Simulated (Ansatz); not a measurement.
Basis-set extrapolation for `FC[C@@H](F)[C@@H](F)OC(F)F` (PBE0-D4/def2-TZVP geometry, frozen core, Ansatz). Multiplicity 1, RHF reference.

```tsv
	def2-TZVPP	def2-QZVPP
HF	-726.752069	-726.783417
MP2 correlation	-2.123913	-2.307397
CCSD(T) correlation	-2.227365	not run
```

Energies in hartree. Use E(X) = E(∞) + A·exp(−7.88·√X) for Hartree–Fock and E(X) = E(∞) + B·X^(−2.97) for correlation, with X = 3 and 4, and add CCSD(T) minus MP2 of the smaller set to the MP2 limit.

**Question.** What is the CCSD(T) energy at the basis-set limit?

**Answer.** HF limit: -726.783417 + (-0.031348) × 0.13774 = -726.78773. MP2 limit: -2.307397 + (-0.183484) × 0.74074 = -2.44331. Higher-order term: -2.227365 − (-2.123913) = -0.10345. Total: -729.33449 hartree, 932.2 kJ/mol below CCSD(T)/def2-TZVPP.
